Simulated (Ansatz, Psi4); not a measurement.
# Worked example: vertical ionisation energy of NaI (Sodium Iodide)

NaI has 2 atoms, charge 0, and is taken as a singlet. As SMILES, `[Na][I]`. The shape is that of a PBE0-D4/def2-TZVP optimisation.

```xyz
2

Na    0.0000    0.0000    0.0443
I     0.0000    0.0000    2.7588
```

Both states at this one shape; open shells run unrestricted unless said. 1 Eh = 27.2114 eV.

```tsv
level	program	singlet NaI (Eh)	doublet NaI+ (Eh)
SVWN5/STO-3G	Ansatz	-7006.177749	-7005.983159
wB97M-V/STO-3G	Ansatz	-7013.299010	-7013.116983
CAM-B3LYP/def2-TZVP (core potential)	Psi4	-460.071375	-459.768981
```

Problem. Work out the vertical ionisation energy at each level.

Solution. 
1. SVWN5/STO-3G: -7005.983159 − (-7006.177749) = 0.194590 Eh = 5.30 eV.
2. wB97M-V/STO-3G: -7013.116983 − (-7013.299010) = 0.182027 Eh = 4.95 eV.
3. CAM-B3LYP/def2-TZVP (core potential): -459.768981 − (-460.071375) = 0.302394 Eh = 8.23 eV.

No measured value is set beside it here; the levels span 4.95 to 8.23 eV. Spin-orbit coupling, which splits open shells on such heavy atoms by tenths of an eV, is left out. Minimal sets are far from the basis-set limit. All-electron rows are non-relativistic unless named.
